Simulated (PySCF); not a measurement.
C3H9OSi, SMILES CCO[SiH]C, doublet (PBE0/def2-SVP optimised geometry):

```
14

C      1.881    -0.031     0.430
C      0.446     0.020     0.902
O     -0.371    -0.687     0.000
Si    -2.043    -0.687     0.000
C     -2.580    -1.593    -1.550
H      2.540     0.508     1.128
H      1.978     0.427    -0.566
H      2.226    -1.074     0.360
H      0.365    -0.420     1.914
H      0.112     1.074     0.985
H     -2.540     0.739     0.000
H     -2.224    -2.634    -1.540
H     -3.678    -1.602    -1.631
H     -2.166    -1.095    -2.443
```

Calculation: PySCF 2.14.0 with unrestricted PBE0/def2-TZVP.

Task: What are the frontier orbital energies (α orbitals alone; a β orbital can be the lowest empty one) and the dipole moment?

Result: HOMO-2 -8.91 eV, HOMO-1 -8.34 eV, HOMO -5.49 eV, LUMO 0.67 eV, LUMO+1 1.11 eV; dipole moment 0.30 D.

On the same geometry unrestricted PBE/def2-TZVP (PySCF) gives HOMO-2 -7.42 eV, HOMO-1 -6.84 eV, HOMO -4.31 eV, LUMO -0.16 eV, LUMO+1 0.32 eV; dipole moment 0.36 D.

Meta-Löwdin charges at PBE0/def2-TZVP: C1 -0.34, C2 0.02, O3 -0.60, Si4 0.68, C5 -0.60, H6 0.12, H7 0.12, H8 0.12, H9 0.10, H10 0.09, H11 -0.12, H12 0.14, H13 0.14, H14 0.13.
